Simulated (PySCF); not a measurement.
**C²⁺ (carbon, charge +2) across methods**

[He] 2s2, closed-shell 1S. Computed with PySCF 2.14 in aug-cc-pVQZ, with no relativity, point nucleus. The B2PLYP total includes its PT2 part (frozen core); its orbital energies are those of the SCF part.

| method | E (hartree) | mean ε 1s (eV) | mean ε 2s (eV) | Σ⟨r²⟩ (bohr²) | ⟨S²⟩ |
| --- | --- | --- | --- | --- | --- |
| PBE0 | -36.4708 | -317.46 | -42.035 | 4.576 | 0.000 |
| wB97X | -36.5224 | -318.24 | -44.676 | 4.580 | 0.000 |
| LDA | -36.1293 | -305.77 | -40.154 | 4.611 | 0.000 |
| HSE06 | -36.4746 | -317.07 | -41.609 | 4.577 | 0.000 |
| PBE | -36.4601 | -308.30 | -40.355 | 4.575 | 0.000 |
| r2SCAN | -36.4866 | -312.25 | -40.664 | 4.595 | 0.000 |
| UHF | -36.40827 | -344.25 | -46.098 | 4.624 | 0.000 |
| B2PLYP | -36.5035 | -327.96 | -43.590 | 4.602 | 0.000 |

Task: Estimate the same row for wB97M-V.

Result: E (hartree) = -36.5356; mean ε 1s (eV) = -320.51; mean ε 2s (eV) = -44.487; Σ⟨r²⟩ (bohr²) = 4.591; ⟨S²⟩ = 0.000.
